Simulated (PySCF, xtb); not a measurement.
Pb(OMe)(NH2) (CH₅NOPb), SMILES C[O][Pb][NH2] (connectivity only; charge and spin as stated), neutral, multiplicity 1. The values are those of a single conformer.

Harmonic wavenumbers (cm⁻¹) from GFN2-xTB in xtb 6.7.1 at its own minimum, in rising order: 24, 81, 146, 203, 307, 336, 483, 508, 534, 1107, 1141, 1152, 1423, 1493, 1497, 1542, 2847, 2861, 2894, 3490, 3522.

### Question
What does PBE-D3(BJ)/def2-SVP (PySCF 2.14.0) give at its own minimum? (The exact figures need the calculation; the answer reports its results.)

### Answer
75, 139, 143, 226, 231, 384, 444, 514, 552, 1094, 1127, 1140, 1406, 1410, 1421, 1442, 2846, 2893, 2949, 3454, 3573. Paired by order, the mean absolute difference is 39 cm⁻¹ and the zero-point energies are 39.4 and 39.3 kcal/mol.
